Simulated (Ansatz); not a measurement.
CH₆ClOSbSi, SMILES `C[O][Sb]([SiH3])[Cl]`, charge 0, multiplicity 1.

(1) Give a relaxed structure at PBE0-D4/def2-TZVP (the Gaussian-basis code of Ansatz). (Estimate.)

Answers

(1) Ansatz gave: 
Cartesian coordinates in Å:
```
C -1.097 -1.581 -1.225
O -0.788 -0.531 -0.335
Sb 0.796 -0.700 0.805
Si 0.581 1.812 1.414
Cl 2.450 -0.246 -0.837
H -2.110 -1.415 -1.598
H -1.067 -2.566 -0.740
H -0.411 -1.594 -2.079
H 1.832 2.238 2.095
H 0.380 2.575 0.160
H -0.567 2.007 2.339
```
This is one stationary point; other conformers may exist.
